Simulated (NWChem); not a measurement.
Species: C2F4O; SMILES FC1(F)OC1(F)F

Computed with NWChem. Coordinates come from a B3LYP/6-31G* (spherical d) optimisation.

For level B97-D/def2-SVP:

```
Property                     Value
---------------------------  -----
highest occupied level (eV)  -8.15
orbital gap (eV)              9.54
```

Question: How do the values read with level B3LYP/def2-SVP instead?

Answer: 
* **highest occupied level (eV)**: -9.59
* **orbital gap (eV)**: 11.91
